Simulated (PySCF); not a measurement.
C₃H₄ClFSi, SMILES C(=C([SiH3])Cl)=CF.

The structure is a stationary point at B3LYP-D3(BJ)/def2-SVP. The structure was generated by enumeration, and PubChem lists no compound with its InChIKey, so it may never have been made.

The numbers are results of PySCF with PBE/def2-TZVP, not measurements.

Computed frontier levels, gap, dipole moment and polarisability:
```json
{
 "highest_occupied_level": "-6.61 eV",
 "lowest_empty_level": "-2.26 eV",
 "orbital_gap": "4.36 eV",
 "dipole_moment": "1.47 D",
 "quadrupole, principal values (traceless, Buckingham form, about the centre of nuclear charge)": "-5.72, -0.11, 5.84 D·Å",
 "mean_static_polarisability": "82.9 bohr³ (12.29 Å³)",
 "polarisability_principal_values": "55.8, 75.7, 117.2 bohr³"
}
```
